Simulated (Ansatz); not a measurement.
`C[C]1(F)[CH2][GeH2]1` at its PBE0-D4/def2-TZVP geometry, where that method's forces vanish. Charge 0, multiplicity 1.

| atom | x (Å) | y (Å) | z (Å) |
| --- | --- | --- | --- |
| C1 | 0.251 | 0.197 | 1.528 |
| C2 | 0.442 | -0.311 | 0.135 |
| F3 | 1.529 | -1.154 | 0.063 |
| C4 | 0.366 | 0.667 | -1.013 |
| Ge5 | -1.074 | -0.661 | -1.062 |
| H6 | 1.120 | 0.793 | 1.832 |
| H7 | 0.130 | -0.629 | 2.230 |
| H8 | -0.636 | 0.831 | 1.587 |
| H9 | 0.171 | 1.707 | -0.770 |
| H10 | 1.129 | 0.529 | -1.772 |
| H11 | -2.472 | -0.235 | -0.626 |
| H12 | -0.955 | -1.735 | -2.132 |

Problem. For each bond, give half the difference of the two atoms' forces along it (eV/Å; positive pushes the atoms apart) under PBE-D4, r2SCAN-D4, B3LYP-D4, ωB97M-V in def2-TZVPP. (Estimate.)

Solution. The calculation gave: 
```csv
bond,length (Å),PBE-D4,r2SCAN-D4,B3LYP-D4,ωB97M-V
C1–C2,1.495,-0.11,-0.01,0.03,0.14
C1–H6,1.096,0.13,-0.01,-0.06,-0.10
C1–H7,1.091,0.10,-0.04,-0.07,-0.07
C1–H8,1.092,0.09,-0.03,-0.06,-0.06
C2–F3,1.378,0.48,0.31,0.35,0.27
C2–C4,1.510,0.03,-0.01,0.08,0.03
C2–Ge5,1.963,0.18,0.06,0.13,-0.14
C4–Ge5,1.960,0.26,0.18,0.33,0.06
C4–H9,1.086,0.05,-0.04,-0.12,-0.09
C4–H10,1.085,0.07,-0.05,-0.13,-0.08
Ge5–H11,1.525,-0.03,-0.09,-0.09,-0.06
Ge5–H12,1.522,-0.01,-0.09,-0.10,-0.07
```

B3LYP here is the variant with VWN-RPA as its local correlation; programs differ in this.

All numbers were calculated with Ansatz.
